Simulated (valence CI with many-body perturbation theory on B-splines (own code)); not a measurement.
Values are calculated unless marked as measured or tabulated.
Rb XXXIII in three bases

Level of theory: configuration interaction combined with many-body perturbation theory (CI+MBPT): three valence electrons over a frozen Dirac-Fock core [He], a basis of 9 s, 9 p, 8 d, 6 f, 3 g, 1 h functions for each j, with the one-electron correlation potential Σ1 (screened to all orders), the two-electron term Σ2, the three-electron term Σ3, Breit, model QED; selected single and double excitations, second order for the rest, scaled by the run's own slope (own B-spline code, finite nucleus).

The last digits are not significant, and no measured levels were compared; by estimate large intervals hold to a few tenths of a per cent, small ones and those within an open d or f shell to about a per cent.

The reference run has the lowest level (2s^2 2p1/2) J=1/2 and an ionisation energy of 3989.62 eV. Its largest variational space holds 10784 state functions.

Levels are named by their leading jj configuration (3d3/2^4 stands for four electrons in 3d with j = 3/2), which in mixed levels can hold well under half, so a name can repeat and another be missing. Letters in brackets count levels of one name in rising energy.

Changed runs:
A. basis 6 s, 6 p, 5 d, 3 f, 1 g
B. basis 5 s, 5 p, 4 d, 2 f

Excitation energies of the reference run in cm⁻¹, and shifts in cm⁻¹:

```tsv
Level	Reference	A	B
(2s^2 2p3/2) J=3/2	554926	-3.7	-19
(2s 2p1/2^2) J=1/2	730102	-97	-269
(2s 2p1/2 2p3/2) J=3/2 [a]	1095480	-156	-459
(2s 2p1/2 2p3/2) J=5/2	1244410	-56	-196
(2s 2p1/2 2p3/2) J=3/2 [b]	1525440	+119	+378
(2s 2p1/2 2p3/2) J=1/2	1594180	+105	+379
(2s 2p3/2^2) J=5/2	1812900	+27	+81
(2s 2p3/2^2) J=1/2	2185320	+140	+498
(2s 2p3/2^2) J=3/2	2195880	+128	+432
(2p1/2^2 2p3/2) J=3/2	2382880	+6.5	+52
(2p1/2 2p3/2^2) J=3/2	2812710	-10	-6.2
(2p1/2 2p3/2^2) J=5/2	2915780	+115	+329
Ionisation energy (eV)	3989.62	-0.015	-0.06
```
